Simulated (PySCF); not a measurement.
ClCs (SMILES [Cl][Cs]), singlet, geometry from GFN2-xTB (such geometries of metal compounds can be far from the true shape) (core potentials on Cs). Base run: PySCF with DF-HF/def2-SV(P).

PySCF was given this input:
```python
from pyscf import gto, scf

mol = gto.M(
    atom='''
Cs   -0.00000000   -0.00000000   -0.68024263
Cl    0.00000000    0.00000000    2.20078499
''',
    basis='def2-sv(p)',
    ecp={'Cs': 'def2-sv(p)'},
    verbose=4,
)

mf = scf.RHF(mol)
mf = mf.density_fit(auxbasis='def2-universal-jkfit')
mf.kernel()
mf.analyze()
```

Each row names what was changed in the base input (with any setting that the change needs).

```csv
change,basis functions,E (Eh),HOMO (eV),HOMO-LUMO gap (eV),dipole (D)
base,42,-479.29131,-8.71,8.57,10.40
basis = LANL2DZ,20,-34.37997,-7.88,7.70,12.98
basis = def2-SVP,42,-479.29131,-8.71,8.57,10.40
basis = def2-SVPD,[?],[?],-9.07,[?],[?]
basis = def2-TZVP,66,-479.45101,-9.05,8.90,10.69
basis = def2-TZVPD,78,-479.45289,-9.11,8.94,10.63
basis = def2-TZVPP,78,[?],-9.07,[?],[?]
basis = def2-QZVP,118,-479.46633,-9.13,8.93,10.59
basis = def2-QZVPP,132,-479.46695,-9.15,8.94,10.55
```

**Question.** Some entries are withheld; supply them.

**Answer.** 
- basis = def2-SVPD, basis functions: 54
- basis = def2-SVPD, E (Eh): -479.30428
- basis = def2-SVPD, HOMO-LUMO gap (eV): 8.86
- basis = def2-SVPD, dipole (D): 10.91
- basis = def2-TZVPP, E (Eh): -479.45204
- basis = def2-TZVPP, HOMO-LUMO gap (eV): 8.91
- basis = def2-TZVPP, dipole (D): 10.66

Totals compare only among sets that treat the same electrons; sets with core potentials leave the core out.
